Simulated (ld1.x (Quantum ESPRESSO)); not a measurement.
**LDA (PZ) TM dataset for Bi, fully relativistic all-electron reference.**

```json
{"Element": "Bi (Z = 83)", "Generator": "ld1.x (Quantum ESPRESSO) 7.5", "Type": "norm-conserving Troullier–Martins (Kleinman–Bylander form)", "Functional": "LDA (PZ)", "Relativity": "fully relativistic", "Frozen core": "[Xe] 4f14 5d10", "Valence charge": "5", "Reference configuration": "6s1.75 6p3.25", "Partial waves": "6s (bound): rc 1.90 bohr; 6d channel at 0.1 Ry: rc 1.65 bohr; 6p (bound): rc 1.00 bohr", "Local potential": "the p channel", "Core correction": "Bessel-smoothed model core inside 0.85 bohr"}
```

Open shells are filled in proportion to 2j + 1 (rel_dist='average').

All-electron outer shells of the reference configuration (LDA (PZ), scalar-relativistic, ld1.x):

```tsv
shell	level (eV)	outermost node (bohr)	outermost maximum (bohr)
5p	-96.40	0.48	0.86
5d	-27.60	0.51	1.03
6s	-15.03	0.98	1.86
6p	-4.94	1.14	2.44
```

Task: Is a potential produced?

Result: No. ld1.x (Quantum ESPRESSO) 7.5 stopped with "run_pseudo: Errors in PS-KS equation": the pseudo-atom solver did not find the valence states with the expected number of nodes, which is the usual sign of a ghost state. The 6p radius of 1.00 bohr lies inside the outermost node of the all-electron wave at 1.14 bohr. Before that it printed "Warning: n=2, l=1 expected 0 nodes, found 1".
